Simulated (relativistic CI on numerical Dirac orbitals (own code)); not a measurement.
## Zr II: computed level list

Calculated at this level of theory: Dirac-Coulomb-Breit CI, separate exchange-only KLI orbitals for each configuration, a model potential for QED, valence Slater integrals scaled by 0.85, P86 correlation estimate, and configurations built on the next ion tied to the tabulated ionisation energy (semi-empirical) (own radial code, finite nucleus).

Configuration list (outside the closed core [Kr]): 4d²5s, 4d³, 4d²5p, 4d5s5p, 4d²5d, 4d²6s, 4d²4f, 4d²5f, 4d5s², 5s5p², 5s²5p, 4d²5g, 4d5s4f, 4d5p², 4d5s6p, 4d²6p, 4d5s6s, 4d5s7s, 4d²7s, 4d5s6d, 4d²6d, 4d5s5d, 4d5s7p, 4d²7p. Levels of other configurations are missing.

```tsv
No.	Configuration	Term	J	E (cm⁻¹)	%	Landé g	jj configuration (%)
1	4d²(3F)5s	⁴F	3/2	0.0	99	0.401	4d3/2^2 5s (73)
2	4d²(3F)5s	⁴F	5/2	264.8	99	1.029	4d3/2 4d5/2 5s (62)
3	4d²(3F)5s	⁴F	7/2	640.0	99	1.238	4d3/2 4d5/2 5s (83)
4	4d²(3F)5s	⁴F	9/2	1114.6	100	1.334	4d5/2^2 5s (77)
5	4d³	⁴F	3/2	5068.6	37	0.656	4d3/2^3 (37)
6	4d²(1D)5s	²D	5/2	5318.1	47	1.145	4d3/2^2 4d5/2 (28)
7	4d³	⁴F	3/2	5472.3	62	0.553	4d3/2 4d5/2^2 (30)
8	4d³	⁴F	5/2	5593.0	80	1.042	4d3/2^2 4d5/2 (52)
9	4d³	⁴F	7/2	5856.9	99	1.238	4d3/2 4d5/2^2 (76)
10	4d³	⁴F	9/2	6235.3	99	1.333	4d3/2 4d5/2^2 (47)
11	4d²(3F)5s	²F	5/2	6261.8	79	0.905	4d3/2 4d5/2 5s (63)
12	4d²(3F)5s	²F	7/2	6867.7	91	1.143	4d5/2^2 5s (54)
13	4d³	²P	1/2	7450.9	49	0.704	4d3/2^2 4d5/2 (26)
14	4d³	²P	3/2	7732.5	46	1.353	4d3/2 4d5/2 5s (35)
15	4d²(3P)5s	⁴P	1/2	7969.3	98	2.634	4d3/2 4d5/2 5s (42)
16	4d²(3P)5s	⁴P	3/2	8166.2	93	1.704	4d3/2 4d5/2 5s (79)
17	4d²(3P)5s	⁴P	5/2	8424.1	98	1.594	4d5/2^2 5s (52)
18	4d³	²G	7/2	10154.1	51	0.890	4d3/2 4d5/2 5s (37)
19	4d²(1G)5s	²G	9/2	10329.3	52	1.112	4d3/2 4d5/2 5s (40)
20	4d³	⁴P	1/2	12748.4	99	2.666	4d3/2^2 4d5/2 (52)
21	4d³	⁴P	3/2	12889.0	99	1.732	4d3/2 4d5/2^2 (39)
22	4d³	⁴P	5/2	13105.6	99	1.600	4d3/2 4d5/2^2 (62)
23	4d5s²‡	²D	3/2	14844.2	67	0.800	4d3/2 (67)
24	4d5s²‡	²D	5/2	15559.8	69	1.201	4d5/2 (69)
25	4d³	²H	9/2	15714.4	84	0.941	4d3/2^2 4d5/2 (68)
26	4d³	²H	11/2	16150.2	100	1.091	4d3/2 4d5/2^2 (100)
27	4d²(1G)5s	²G	7/2	16291.8	50	0.889	4d3/2 4d5/2 5s (38)
28	4d³	²G	9/2	16592.6	45	1.079	4d5/2^3 (34)
29	4d³	²D	3/2	17801.7	81	0.804	4d3/2 4d5/2^2 (32)
30	4d³	²D	5/2	18190.2	83	1.201	4d3/2 4d5/2^2 (45)
31	4d³	²P	1/2	22523.8	48	0.673	4d3/2 4d5/2 5s (32)
32	4d³	²P	3/2	22914.1	48	1.330	4d5/2^3 (29)
33	4d³	²F	7/2	23658.1	93	1.143	4d3/2 4d5/2^2 (67)
34	4d³	²F	5/2	23738.6	93	0.858	4d3/2 4d5/2^2 (50)
35	4d²(1S)5s	²S	1/2	26771.3	96	1.997	4d5/2^2 5s (64)
36	4d²(3F)5p	⁴G°	5/2	30561.0	58	0.716	4d3/2^2 5p1/2 (86)
37	4d²(3F)5p	⁴G°	7/2	31430.7	87	1.006	4d3/2 4d5/2 5p1/2 (69)
38	4d²(3F)5p	⁴G°	5/2	31608.6	36	0.900	4d3/2^2 5p3/2 (30)
39	4d²(3F)5p	⁴F°	3/2	31718.2	38	0.548	4d3/2 5s 5p1/2 (41)
40	4d²(3F)5p	²D°	3/2	31857.9	53	0.733	4d3/2 4d5/2 5p1/2 (29)
41	4d³	²D	5/2	31888.2	90	1.200	4d3/2^2 4d5/2 (48)
42	4d³	²D	3/2	31968.7	90	0.799	4d3/2 4d5/2^2 (79)
43	4d²(3F)5p	⁴G°	9/2	32251.7	99	1.174	4d3/2 4d5/2 5p3/2 (62)
44	4d²(3F)5p	⁴F°	5/2	32328.8	61	1.037	4d3/2 4d5/2 5p1/2 (42)
45	4d²(3F)5p	²F°	7/2	32711.0	59	1.153	4d3/2 4d5/2 5p3/2 (49)
46	4d²(3F)5p	²F°	5/2	32711.8	35	1.040	4d3/2 4d5/2 5p3/2 (39)
47	4d5s5p‡	⁴D°	1/2	32747.3	54	0.004	4d3/2^2 5p3/2 (34)
48	4d²(3F)5p	⁴F°	7/2	33019.5	59	1.226	4d5/2^2 5p1/2 (29)
49	4d5s5p‡	⁴D°	3/2	33028.8	47	1.154	4d3/2 4d5/2 5p3/2 (29)
50	4d²(3F)5p	⁴G°	11/2	33083.8	100	1.273	4d5/2^2 5p3/2 (78)
51	4d5s5p‡	⁴D°	5/2	33352.4	42	1.339	4d5/2 5s 5p1/2 (30)
52	4d²(3F)5p	⁴F°	9/2	33633.5	72	1.330	4d5/2^2 5p3/2 (34)
53	4d5s5p‡	⁴D°	7/2	33764.4	47	1.408	4d5/2 5s 5p3/2 (30)
54	4d²(3F)5p	²D°	3/2	34055.7	50	0.774	4d3/2 4d5/2 5p3/2 (39)
55	4d²(3F)5p	²D°	5/2	34536.3	61	1.202	4d5/2^2 5p3/2 (41)
56	4d5s5p‡	⁴F°	3/2	36049.5	63	0.403	4d3/2 5s 5p1/2 (46)
57	4d5s5p‡	⁴F°	5/2	36447.1	65	1.030	4d3/2 5s 5p3/2 (27)
58	4d5s5p‡	⁴F°	7/2	36988.3	67	1.231	4d3/2 5s 5p3/2 (29)
59	4d²(3P)5p	²S°	1/2	37463.2	48	2.145	4d3/2 4d5/2 5p1/2 (27)
60	4d5s5p‡	⁴F°	9/2	37680.7	69	1.316	4d5/2 5s 5p3/2 (69)
61	4d²(3F)5p	⁴D°	1/2	37804.1	57	0.269	4d3/2^2 5p3/2 (37)
62	4d5s5p‡	⁴P°	3/2	37840.0	66	1.662	4d3/2 5s 5p3/2 (24)
63	4d²(3F)5p	²G°	7/2	37956.6	96	0.899	4d3/2 4d5/2 5p3/2 (45)
64	4d²(3F)5p	⁴D°	3/2	38037.0	44	1.278	4d3/2^2 5p3/2 (19)
65	4d²(3P)5p	²S°	1/2	38068.2	40	2.027	4d3/2 4d5/2 5p3/2 (54)
66	4d5s5p‡	⁴P°	5/2	38110.0	72	1.580	4d5/2 5s 5p1/2 (39)
67	4d²(1D)5p	²P°	3/2	38428.4	58	1.323	4d3/2 4d5/2 5p1/2 (21)
68	4d²(3F)5p	⁴D°	5/2	38494.3	61	1.382	4d3/2 4d5/2 5p3/2 (29)
69	4d²(3F)5p	²G°	9/2	38595.3	90	1.130	4d5/2^2 5p3/2 (54)
70	4d²(1D)5p	²P°	1/2	38601.8	60	0.887	4d5/2^2 5p3/2 (39)
```

Energies count from the lowest computed level; ° marks odd parity. Percentages are summed over parent terms; the parents shown are those of the largest component, closed shells are left out there. Filled j subshells are mostly left out of the jj labels. ‡ marks configurations that were not tied to measured data.

The mean weight of the leading LS term, summed over parents, in these 70 levels is 70 %, and that of the leading jj configuration (from the same eigenvectors) 47 %, so LS coupling describes them better.

Configurations that consist of the next ion and one excited electron were tied to the tabulated ionisation energy; Rydberg ones are usually within 1,000 to 3,000 cm⁻¹ and the lowest ones within about 6,000 (9,000 in d shells), while levels on excited terms of the next ion carry the error of that term, and the other configurations can be misplaced by 10,000 cm⁻¹ or more. Rates follow the energies as ν³ (E1, M1) or ν⁵ (E2), so rates, branching and lifetimes can be off by large factors. The fine structure of a lone outer electron comes out too small, for d and f at times inverted, and misplaced configurations move strength between like terms. 21 of the 29 excited levels that our extract of the measured tables holds in this range could be paired (the sources list more); they are missed by 1852 cm⁻¹ on average and 4343 at most, and levels without a partner can miss by more. Some levels of the ground configuration have no partner and can miss by 10 % or more.

Landé's interval rule says that E(J) − E(J−1) = AJ with one A. For the ground term the intervals give A = 105.9, 107.2, 105.5 cm⁻¹ for J = 5/2, 7/2, 9/2; the multiplet is regular.

LS names give the leading component of a level, which can be under half, so a name can repeat, a term be missing and a line seem to break the LS rules.
